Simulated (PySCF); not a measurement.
CH8FNSi2.

```xyz
13

N     -1.5673     0.2590     1.3685
Si    -1.4467    -0.3850    -0.2406
Si     0.5931     0.2448    -1.2472
C      1.7401     0.4686     0.2709
F      1.4718    -0.5378     1.1927
H     -0.7907     0.0779     1.9976
H     -1.9248     1.1990     1.4945
H     -2.6158     0.1229    -1.0220
H     -1.4976    -1.8789    -0.2024
H      0.5450     1.5583    -1.9689
H      1.1646    -0.7787    -2.1789
H      1.5409     1.4427     0.7513
H      2.8133     0.4351     0.0187
```

Coordinates come from a PBE0-D3(BJ)/def2-SVP optimisation. This is a generated structure with no PubChem entry under its InChIKey; it may be hypothetical. The values are those of a single conformer.

All values below come from PySCF with PBE0/pcSseg-1. Non-relativistic, no solvent.

Computed absolute GIAO shielding of each atom: isotropic value and principal components (ppm):
| atom | σ(iso) | σ11 | σ22 | σ33 | span |
|---|---|---|---|---|---|
| N1 | 270.2 | 233.4 | 255.1 | 322.0 | 88.6 |
| Si2 | 399.4 | 340.0 | 384.5 | 473.7 | 133.7 |
| Si3 | 424.0 | 393.2 | 415.2 | 463.7 | 70.6 |
| C4 | 108.5 | 53.2 | 83.1 | 189.1 | 135.9 |
| F5 | 459.2 | 400.7 | 479.4 | 497.4 | 96.8 |
| H6 | 31.5 | 23.0 | 29.1 | 42.5 | 19.5 |
| H7 | 31.6 | 24.3 | 27.2 | 43.2 | 18.9 |
| H8 | 26.3 | 23.0 | 25.0 | 30.8 | 7.7 |
| H9 | 26.1 | 22.2 | 24.9 | 31.2 | 8.9 |
| H10 | 27.6 | 24.9 | 25.2 | 32.6 | 7.7 |
| H11 | 27.4 | 24.3 | 25.3 | 32.5 | 8.2 |
| H12 | 26.5 | 22.6 | 26.1 | 31.0 | 8.3 |
| H13 | 26.1 | 21.8 | 25.8 | 30.8 | 9.1 |
